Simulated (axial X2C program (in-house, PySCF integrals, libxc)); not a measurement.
## Curves of MoI⁺ from open-shell CI on d4 s0 p(π)0

Calculated with an in-house all-electron X2C program for linear molecules (integrals from PySCF): two-component X2C with atomic mean-field Coulomb and Gaunt terms, basis Mo dyall-v3z, I dyall-v3z (cores contracted in-house). Orbitals come from Hartree–Fock averaged over the configuration Mo d4 s0 p(π)0; CI then distributes these electrons over the d, s, p(π) shells of Mo.

Scan along the bond; masses Mo 97.905 u, I 126.904 u. Energies in cm⁻¹ from the lowest point; levels are followed by energy order within each Ω. Lowest level at 2.617 Å: 100% d4.

| R (Å) | (1)Ω=0 | (1)Ω=1 | (1)Ω=2 | (2)Ω=1 | (2)Ω=0 | (3)Ω=0 | (3)Ω=1 | (2)Ω=2 | (1)Ω=3 |
| --- | --- | --- | --- | --- | --- | --- | --- | --- | --- |
| 2.434 | 2876 | 2874 | 3116 | 3289 | 3439 | 3649 | 3858 | 4193 | 4575 |
| 2.525 | 842 | 872 | 993 | 1717 | 1946 | 2061 | 2317 | 2654 | 3023 |
| 2.617 | 0 | 29 | 127 | 1283 | 1509 | 1598 | 1851 | 2172 | 2521 |
| 2.722 | 164 | 192 | 280 | 1777 | 1985 | 2063 | 2300 | 2599 | 2924 |
| 2.826 | 1158 | 1185 | 1269 | 2982 | 3168 | 3243 | 3460 | 3737 | 4038 |
| 2.944 | 2940 | 2968 | 3050 | 4894 | 5054 | 5126 | 5320 | 5572 | 5848 |
| 3.088 | 5691 | 5719 | 5801 | 7724 | 7851 | 7926 | 8091 | 8315 | 8562 |

(1) Fit the curves (1)Ω=0, (1)Ω=1, (1)Ω=2, (2)Ω=1, (2)Ω=0, (3)Ω=0, (3)Ω=1, (2)Ω=2, (1)Ω=3 near their minima.

The 9 lowest curves are shown; the next is (4)Ω=0, from 5757 cm⁻¹.

Dynamic correlation is missing, so gaps between terms are too wide and other configurations may lie lower; the lowest level listed is that of this model, not necessarily the ground state. For d shells the ligand-field splittings (σ, π, δ) and their order can be off by a thousand cm⁻¹ or more. At most 4 roots were kept for each Ω > 0 (twice that for Ω = 0) within 3.2 eV of the lowest, so higher up levels can be missing between those listed; levels with Ω > 0 are doubly degenerate and listed once, Ω = 0 levels singly. Some active spinors are only partly of the character that their shell is named for, so the shell names and counts are nominal. States that fill the shells left empty in the average are placed too high.

## Answers

(1) From the open-shell CI curves, Te from the lowest:

```tsv
level	Te (cm⁻¹)	Re (Å)	ωe (cm⁻¹)
(1)Ω=0	0	2.651	244.3
(1)Ω=1	29	2.652	244.5
(1)Ω=2	122	2.653	244.8
(2)Ω=1	1341	2.614	244.5
(2)Ω=0	1568	2.616	242.1
(3)Ω=0	1657	2.617	243.6
(3)Ω=1	1910	2.619	241.6
(2)Ω=2	2231	2.621	240.2
(1)Ω=3	2579	2.623	239.1
```

Without dynamic correlation distances can be off by several hundredths of an Å (long for ionic bonds, short for multiple bonds) and the wavenumbers are rough.
